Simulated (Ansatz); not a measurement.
**Scan of the Ga2–H4 bond length**

GaHClF (SMILES [F][GaH][Cl]), singlet, at its PBE0-D4/def2-TZVP minimum:

```json
{"atom": "F1", "x (Å)": "-1.6868", "y (Å)": "0.0404", "z (Å)": "0.2663"}
{"atom": "Ga2", "x (Å)": "0.0242", "y (Å)": "0.1336", "z (Å)": "-0.0590"}
{"atom": "Cl3", "x (Å)": "1.0662", "y (Å)": "-1.6589", "z (Å)": "0.3917"}
{"atom": "H4", "x (Å)": "0.6520", "y (Å)": "1.4246", "z (Å)": "-0.6194"}
```

The bond length Ga2–H4 (1.541 Å at the minimum) is set to the values below, the two halves moving rigidly along the bond. Each method's energies count from its own value at the PBE0-D4 minimum structure. Computed with Ansatz 0.2.0 (basis: def2-TZVPP); correlated methods freeze the cores. Filled d shells of the heavier atoms are correlated. The def2 sets are not built for correlating such inner shells, so the correlated values are less sure here. B3LYP uses VWN-RPA correlation.

| bond length (Å) | CCSD(T) (eV) | wB97M-V (eV) | HF (eV) |
| --- | --- | --- | --- |
| 1.387 | 0.215 | 0.207 | 0.259 |
| 1.418 | 0.128 | 0.121 | 0.160 |
| 1.463 | 0.045 | 0.041 | 0.062 |
| 1.516 | 0.003 | 0.001 | 0.007 |
| 1.575 | 0.012 | 0.014 | 0.007 |
| 1.638 | 0.073 | 0.080 | 0.065 |
| 1.705 | 0.182 | 0.194 | 0.176 |
| 1.776 | 0.334 | 0.353 | 0.336 |
| 1.849 | 0.517 | 0.546 | 0.534 |

Minimum and curvature along this coordinate at CCSD(T): A fifth-order fit through the nearest points gives 1.535 Å, with a curvature of about 16 eV/Å².

Problem. Treat the two halves as rigid bodies and work out the harmonic wavenumber of this stretch from that curvature (ν̃ = 521.5 √(k/μ) cm⁻¹ with k in eV/Å² and μ in u).

Solution. The halves weigh 124.17 and 1.01 u, so μ = 124.17 × 1.01/125.18 = 1.002 u and ν̃ = 521.5 √(16/1.002) ≈ 2100 cm⁻¹. A true normal mode mixes in other motions, so this is a guide only.

Largest difference from the CCSD(T) curve over the scan: PBE-D4 0.073; r2SCAN-D4 0.010; PBE0-D4 0.013; B3LYP-D4 0.024 eV. Each curve counts from its own value at the minimum.

T1 diagnostic: at most 0.014.

For scale, one of the runs: CCSD(T)/def2-TZVPP, 135 basis functions (an equivalent command: `ansatz run in.yaml --threads 2`). The run took 9.5 s on 2 CPU threads (shared host), with 0.77 GiB of host memory at its peak.
